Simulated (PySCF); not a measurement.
W(O)(F)3(OMe) (CH₃F₃O₂W), SMILES [F][W]([F])([F])(=[O])[O]C, multiplicity 1. Geometry optimised at PBE0-D3(BJ)/def2-SVP. The multiplicity is an assumed one; other spin states were not compared. The def2 effective core potentials stand for the cores of W; spin–orbit coupling is left out. The values are those of a single conformer.

Computed equilibrium geometry at PBE0-D3(BJ)/def2-SVP (PySCF confirms it by a frequency run) as a Z-matrix (one conformer of several):
```
O
C 1 1.3949
H 2 1.0999 1 109.15
H 2 1.1016 3 109.22 1 120.65
H 2 1.1030 3 109.31 4 119.53
W 1 1.8425 2 148.71 3 -155.37
O 6 1.6787 1 103.65 2 145.87
F 6 1.8653 7 104.54 1 176.70
F 6 1.8662 7 106.14 1 -94.34
F 6 1.8758 7 106.46 1 89.82
```
